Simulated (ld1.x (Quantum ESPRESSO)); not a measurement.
Before and after: RRKJ potential for palladium

* Element: palladium (Pd)
* Generator: ld1.x (Quantum ESPRESSO) 7.5
* Type: norm-conserving RRKJ (Kleinman–Bylander form)
* Functional: revPBE
* Relativity: fully relativistic
* Frozen core: [Kr]
* Valence charge: 10
* Reference configuration: 4d10 5s0 5p0
* Partial waves: 5p (bound, empty): rc 3.95 bohr; 4d (bound): rc 1.90 bohr; 5s (bound, empty): rc 2.00 bohr
* Local potential: the s channel
* Core correction: a·sin(br)/r model core, default radius (core density twice the valence density)

Open shells are filled in proportion to 2j + 1 (rel_dist='average').

Change: all radii but the core radius scaled by about 0.82 (s 1.64, p 3.24, d 1.56 bohr).

Cutoffs: the cutoffs (Ry, on a coarse ladder) from which the occupation-weighted sum of valence levels, in a spherical-Bessel basis at the reference potential, stays within 10 and 1 mRy of its value at 400 Ry; they do not see the model core or the augmentation charge, which bear on the density cutoff. Errors are all-electron minus pseudo energies relative to the spin-unpolarised reference configuration.

Question: How do hardness, ghosts and transferability respond?

Answer: The potential gets harder (45 Ry and 50 Ry → 55 Ry and 70 Ry); of the 7 tests that both files solve, the error grows in 0 and shrinks in 4 by more than 15 % and 0.3 meV (median size 328.4 → 72.8 meV); neither file shows a bound ghost at the reference potential, the only one tested. A smaller radius makes the pseudo-wave follow the all-electron one further in, where it bends more sharply, so more plane waves are needed. Less of the atom is replaced, so other configurations are described better.

| quantity | base | changed |
| --- | --- | --- |
| cutoff, loose | 45 Ry | 55 Ry |
| cutoff, tight | 50 Ry | 70 Ry |
| bound ghosts | none | none |
| error for 4d9 5s0 5p0, meV [ΔE 9.03 eV] | -64 | -48 |
| error for 4d8 5s0 5p0, meV [ΔE 29.76 eV] | -401 | -328 |
| error for 4d7 5s0 5p0, meV [ΔE 64.03 eV] | -1195 | -1055 |
| error for 4d8 5s1 5p0, meV [ΔE 13.62 eV] | -328 | +61 |
| error for 4d9 5s0 5p1, meV [ΔE 5.24 eV] | -78 | -73 |
| error for 4d9.5 5s0 5p0, meV [ΔE 3.19 eV] | -12 | -8.2 |
| error for 4d6 5s0 5p0, meV [ΔE 113.31 eV] | -2541 | -2408 |

Changed file: These tests converged, but a pseudo level misses the all-electron one widely, so the file describes the atom poorly there or has found another state: 4d7 5s0 5p0: empty 5s by 7.4 eV.
